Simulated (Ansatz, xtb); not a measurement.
Two isomers of C3H4ClNOSi

We compare I, `[SiH3]c1coc(Cl)n1`, a singlet, with II, `[SiH3]c1cnc(Cl)o1`, a singlet. Both are isolated molecules in the gas phase, relaxed with B3LYP-D3(BJ)/def2-SVP.

Question: Which of the two would you expect CCSD(T)/def2-SVP + ΔMP2/def2-TZVPP electronic energies to favour?

Answer: Too close to call at this level: CCSD(T)/def2-SVP + ΔMP2/def2-TZVPP gives E(II) − E(I) = −0.89 kcal/mol.

How the difference moves with the method:

```tsv
level	geometry	E(II) − E(I) (kcal/mol)	departure from the last row (kcal/mol)	job, with rough time for the two
GFN2-xTB	GFN2-xTB	−2.00	−1.11	optimisation, 0.13 s
HF/STO-3G	GFN2-xTB	−1.18	−0.29	single point, 0.58 s
r2SCAN-D4/def2-SVP	GFN2-xTB	−1.20	−0.31	single point, 7.2 s
B3LYP-D3(BJ)/def2-SVP	B3LYP-D3(BJ)/def2-SVP	−1.00	−0.11	optimisation, 56 s
HF/def2-SVP	B3LYP-D3(BJ)/def2-SVP	−0.91	−0.02	part of the CCSD(T) run
MP2/def2-SVP	B3LYP-D3(BJ)/def2-SVP	−0.59	+0.30	part of the CCSD(T) run
CCSD(T)/def2-SVP	B3LYP-D3(BJ)/def2-SVP	−0.66	+0.23	single point
CCSD(T)/def2-SVP + ΔMP2/def2-TZVPP	B3LYP-D3(BJ)/def2-SVP	−0.89		single point, 85 s
```

As drawn, both hold the same kinds of bond in the same numbers.

The largest departure from CCSD(T)/def2-SVP + ΔMP2/def2-TZVPP is that of GFN2-xTB, 1.11 kcal/mol. The last row adds to CCSD(T) the change of the MP2 difference between the two basis sets, here −0.23 kcal/mol.

With thermal terms from frequencies at re-optimised GFN2-xTB minima (ideal gas, soft modes damped towards free rotors, one conformer each, 298.15 K, 1 atm): on the last row, ΔE + ΔZPE = −0.74, ΔH = −0.75, ΔG = −0.77 kcal/mol.

The correlated steps freeze 15 core orbitals. Programs: Ansatz 0.2.0, xtb 6.7.1; the last row on 2 threads of Arm Neoverse V2 on a shared host.
